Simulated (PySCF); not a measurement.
**Excitation energy of Sc by level of theory**

Sc [Ar] 3d1 4s2 (2D) → Sc [Ar] 4s2 4p1 (2P), as a difference of total energies. Computed with PySCF 2.14 in aug-cc-pVDZ (7s6p4d2f, 59 functions), with no relativity, point nucleus. Correlated levels: valence: [Ar] frozen. The calculations carry no spin-orbit coupling.

```
           method  excitation energy (eV)  difference from reference (eV)
              UHF                   3.125                          +0.806
              LDA                   4.025                          +1.706
              PBE                   3.997                          +1.678
            TPSSh                   3.920                          +1.601
           revPBE                   4.011                          +1.692
             PW91                   4.065                          +1.746
    MP2 (valence)                   3.083                          +0.764
SCS-MP2 (valence)                   3.062                          +0.743
```

Reference: 2.319 eV (measured; NIST levels, between the centres of gravity of the two terms).

These non-relativistic numbers lack the scalar-relativistic shift.

Errors of the correlated levels include the incompleteness of this basis and the frozen core.
